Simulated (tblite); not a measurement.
Isomers of C6H12BP. Calculated harmonic vibrations of the isolated species, GFN2-xTB (tblite), most abundant isotopes, no scaling. Against measured fundamentals such values can be off by several per cent, at times by over 20. Modes of hydrogen on boron can be 10 to 20 % off. One conformer each.

Electronic energies: GFN2-xTB at the same geometries; isomer energies are rough at this level and their order can be wrong.

| SMILES | electronic energy, lowest = 0 (kcal/mol) |
| --- | --- |
| [BH3-][P+]1(C#CC)CCC1 | 18.4 |
| [BH3-][P+]1(CC#C)CCC1 | 24.3 |
| [BH3-][P+]1(C)C=CCC=C1 | 0.0 |

Question: How do GFN2-xTB zero-point energies change the relative energies?

Answer: 
```
                SMILES  ZPE (kcal/mol)  of it from modes above 1550 cm⁻¹  electronic (kcal/mol)  with ZPE, lowest = 0 (kcal/mol)  lowest mode (cm⁻¹)  rings
[BH3-][P+]1(C)C=CCC=C1            99.6                              53.9                    0.0                              0.0                  59      1
 [BH3-][P+]1(C#CC)CCC1            99.6                              52.3                   18.4                             18.4                 19i      1
 [BH3-][P+]1(CC#C)CCC1            99.1                              52.6                   24.3                             23.8                  47      1
```

The zero-point energies span 0.5 kcal/mol, from `[BH3-][P+]1(CC#C)CCC1` to `[BH3-][P+]1(C#CC)CCC1`. Slightly imaginary modes are left out of the zero-point energy: `[BH3-][P+]1(C#CC)CCC1` 18.9i cm⁻¹. The order is unchanged.
